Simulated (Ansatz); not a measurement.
Cost and result up the ladder for `FC(F)(F)[Si]12O[Si]3(F)O[Si]4(F)O[Si](F)(O3)O[Si](F)(O[Si](F)(O4)O1)O2` (24 atoms). Total charge 0; singlet. Geometry: r2SCAN-D4/def2-SVP.

```xyz
24

F    -2.5786   -1.8361   -2.8687
C    -1.2591   -2.0218   -2.6896
F    -1.0595   -3.3272   -2.4255
F    -0.6407   -1.7382   -3.8493
Si   -0.5969   -0.9418   -1.2733
O    -0.8636    0.6380   -1.6435
Si   -0.5487    2.0568   -0.8802
F    -1.0659    3.2579   -1.7830
O     1.0700    2.1868   -0.6024
Si    1.9561    1.7923    0.7303
F     3.1554    2.8158    0.9305
O     0.9284    1.8384    2.0175
Si   -0.7084    1.6584    2.0784
F    -1.3357    2.5901    3.2029
O    -1.2894    2.0681    0.5914
O    -1.0808    0.0974    2.4095
Si   -0.7584   -1.3376    1.6878
F    -1.4180   -2.5073    2.5374
O     0.8713   -1.5496    1.5683
Si    1.9106   -1.2035    0.3375
F     3.0757   -2.2816    0.2640
O     2.5663    0.2806    0.5644
O     1.0206   -1.2084   -1.0520
O    -1.3508   -1.3276    0.1477
```

Ansatz on 8 threads of Arm Neoverse V1 on a shared host. Times are rough, and most runs start from the orbitals of an earlier one. No level here is sound enough to serve as a yardstick. Binding counts from free atoms at the same level (F doublet, C triplet, Si triplet, O triplet; other spins of the atoms weren't run), without zero-point energy or a counterpoise term.

B3LYP takes the VWN-RPA correlation. Correlated methods freeze 48 core orbitals. The rows differ in basis, and correlated rows in double-zeta sets carry the largest basis error. Single mean-field runs in def2-TZVP are fitted with def2-universal-jkfit.

Correlated methods converge slowly with the basis, most of all in double-zeta sets.

```
                          level  functions  wall time
  PBE-D4/def2-SVP (with forces)        360       12 s
               PBE0-D4/def2-SVP        360       18 s
             r2SCAN-D4/def2-SVP        360       21 s
B3LYP-D4/def2-SVP (with forces)        360       22 s
                   MP2/def2-SVP        360       27 s
               PBE-D4/def2-TZVP        780       29 s
              PBE0-D4/def2-TZVP        780       82 s
```

Problem. Estimate what each level gives for the binding energy per atom (eV).

Solution. 
| level | binding energy per atom (eV) |
| --- | --- |
| PBE-D4/def2-SVP (with forces) | 5.64 |
| PBE0-D4/def2-SVP | 5.42 |
| r2SCAN-D4/def2-SVP | 5.51 |
| B3LYP-D4/def2-SVP (with forces) | 5.44 |
| MP2/def2-SVP | 5.36 |
| PBE-D4/def2-TZVP | 5.70 |
| PBE0-D4/def2-TZVP | 5.52 |
